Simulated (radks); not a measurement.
Isoelectronic series with 31 electrons, each ion in its NIST ground configuration. Method: non-relativistic Kohn-Sham, PBEsol, spin-polarised, spherical densities, point nucleus; open shells are filled with parallel spins first (spin-orbit coupling, left out, can overturn this in heavy ions); computed with a radial shooting solver on a logarithmic mesh with Libxc functionals. Total energies (hartree) and mean radii <r> (bohr):

| ion | configuration | E (hartree) | 4p up | 4s down | 4s up | 3d down |
|---|---|---|---|---|---|---|
| Zr9+ | [Ar] 3d10 4s2 4p1 | -3514.51665 | 1.171 | 1.112 | 1.112 | 0.4452 |
| Nb10+ | [Ar] 3d10 4s2 4p1 | -3722.51058 | 1.107 | 1.057 | 1.057 | 0.4257 |
| Mo11+ | [Ar] 3d10 4s2 4p1 | -3936.71715 | 1.051 | 1.008 | 1.008 | 0.4080 |
| Tc12+ | [Ar] 3d10 4s2 4p1 | -4157.13352 | 1.0000 | 0.9637 | 0.9639 | 0.3918 |
| Ru13+ | [Ar] 3d10 4s2 4p1 | -4383.75729 | 0.9544 | 0.9234 | 0.9236 | 0.3769 |
| Rh14+ | [Ar] 3d10 4s2 4p1 | -4616.58640 | 0.9132 | 0.8866 | 0.8868 | 0.3632 |
| Pd15+ | [Ar] 3d10 4s2 4p1 | -4855.61909 | 0.8756 | 0.8529 | 0.8530 | 0.3505 |
| Ag16+ | [Ar] 3d10 4s2 4p1 | -5100.85383 | 0.8412 | 0.8217 | 0.8218 | 0.3387 |
| Cd17+ | [Ar] 3d10 4s2 4p1 | -5352.28928 | 0.8096 | 0.7929 | 0.7929 | 0.3276 |
| In18+ | [Ar] 3d10 4s2 4p1 | -5609.92427 | 0.7804 | 0.7661 | 0.7662 | 0.3173 |
| Sn19+ | [Ar] 3d10 4s2 4p1 | -5873.75778 | 0.7533 | 0.7412 | 0.7412 | 0.3077 |
| Sb20+ | [Ar] 3d10 4s2 4p1 | -6143.78888 | 0.7282 | 0.7179 | 0.7179 | 0.2986 |
| Te21+ | [Ar] 3d10 4s2 4p1 | -6420.01678 | 0.7047 | 0.6961 | 0.6961 | 0.2901 |
| I22+ | [Ar] 3d10 4s2 4p1 | -6702.44073 | 0.6828 | 0.6757 | 0.6756 | 0.2821 |
| Xe23+ | [Ar] 3d10 4s2 4p1 | -6991.06010 | 0.6623 | 0.6564 | 0.6564 | 0.2745 |
| Cs24+ | [Ar] 3d10 4s2 4p1 | -7285.8743 | 0.6430 | 0.6383 | 0.6383 | 0.2673 |
| Ba25+ | [Ar] 3d10 4s2 4p1 | -7586.8828 | 0.6248 | 0.6212 | 0.6211 | 0.2605 |
